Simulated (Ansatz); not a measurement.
Isolated molecules relaxed with PBE0-D4/def2-TZVP in Ansatz; ΔE leaves out vibrations. CBS: MP2 limit from def2 TZ/QZ plus the TZ coupled-cluster correction, frozen cores. Functionals use def2-TZVPP. HSE06 is defined as in plane-wave codes. For Ge, Se outer-core shells are correlated without core-valence functions, which leaves a few kJ/mol of doubt a bond. Scalar relativity is left out up to krypton. One conformer a species, not always the lowest.

Consider the cleavage of the B–Ge bond: `[BH2][GeH2][SiH2]C` + `[NH2][AlH][SeH]` → `B[NH][AlH][SeH]` + `C[SiH2][GeH3]`.

```tsv
level	ΔE (kcal/mol)
revPBE-D4	-31.4
HSE06-D4	-32.1
ωB97X-V	-32.9
ωB97M-V	-33.6
PBE-QIDH	-32.8
PBE0	-32.3
MP2/def2-QZVPP	-32.6
SCS-MP2/def2-QZVPP	-33.0
```

What does CCSD(T)/CBS give? (Best estimate.)

The calculation gave: -31.6 kcal/mol. The listed levels differ from it by 0.2, -0.5, -1.3, -2.0, -1.2, -0.7, -1.0, -1.4 kcal/mol.

Largest T1 diagnostic among the species: 0.012.

From BLYP to BHLYP (50 % exact exchange), in def2-TZVPP and without D4, ΔE moves by −1.2 kcal/mol. In def2-TZVPP, CCSD(T) changes the Hartree–Fock value by +1.6 kcal/mol (the triples alone add −0.1 kcal/mol) and MP2 by +1.2 kcal/mol. Leaving LDA and LC-ωPBE aside and taking each functional with its dispersion term where it has one, the values, not all of them listed here, spread over 3.0 kcal/mol, from CAM-B3LYP-D4 to revPBE-D4. LDA lies −2.1 kcal/mol from PBE without D4.

CCSD(T)/CBS has its own doubt, a few kJ/mol and more with outer-core shells, so smaller differences from it don't rank the levels.
